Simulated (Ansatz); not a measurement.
Molecule: GeH₂ (charge -1, doublet). SMILES of the parent species: [GeH2]
Structure (B3LYP-D3(BJ)/def2-TZVP (Ansatz, an electronic-structure program) minimum search):
```
Ge
H 1 1.6352
H 1 1.6352 2 90.81
```
Charge -1, spin multiplicity 2.

Parts of the frozen-core correlation energy in cc-pVDZ (Ansatz, hartree). Frozen orbitals: 14; correlated occupied orbitals by spin: 4 and 3; virtual: 19 and 20. Open shells are spin-unrestricted. Spin-orbit coupling is left out. No relativistic terms.

```csv
term,value
reference (HF),-2076.45599
MP2 opposite-spin,-0.07747
MP2 same-spin,-0.01405
CCSD correlation,-0.11615
(T),-0.00239
CCSDT minus CCSD(T),-0.00056
CCSDT(Q) minus CCSD(T),-0.00064
T1 diagnostic,0.013
largest doubles amplitude,0.070
<S^2> of the reference,0.764
```
